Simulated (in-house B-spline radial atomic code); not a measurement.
## Mo VII (Mo6+): [Ar] 3d10 4s2 (4p1/2)2 (4p3/2)3 8s1 (an excited or competing configuration)

Level of theory: Dirac-Hartree-Fock, average of the jj configuration, Fermi nucleus of rms radius 4.4091 fm; calculated with an all-electron radial atomic-structure program (B-spline basis).

Z_r = [3n² - l(l+1)]/(2<r>); Z_e = n√(-2ε); the last column is Slater's effective charge. Values are occupation-weighted means over j. An effective charge above Z reflects the relativistic contraction of the inner shells.

```
shell  electrons   ε (eV)  <r> (bohr)    Z_r    Z_e  Slater
   1s          2   -20228     0.03516  42.67  38.56   41.70
   2s          2    -3024       0.153  39.21  29.82   37.85
   2p          6  -2709.5      0.1338  37.36  28.22   37.85
   3s          2  -634.08      0.4252  31.75  20.48   30.75
   3p          6  -527.77      0.4274  29.25  18.68   30.75
   3d         10  -354.43      0.4125  25.46  15.31   20.85
   4s          2  -174.01       1.055  22.75  14.31   14.60
   4p          5  -141.35       1.134  20.28  12.89   14.60
   8s          1   -17.09       8.393  11.44   8.97    7.00
```

The least bound orbital is 8s1/2 at -17.09 eV, and it is also the most diffuse (<r> = 8.393 bohr).

For the 1s electron the small component carries 2.35 % of the norm, the zero-frequency Breit interaction raises the level by 38.73 eV, self-energy by 21.15 eV, and vacuum polarisation lowers it by 2.443 eV.
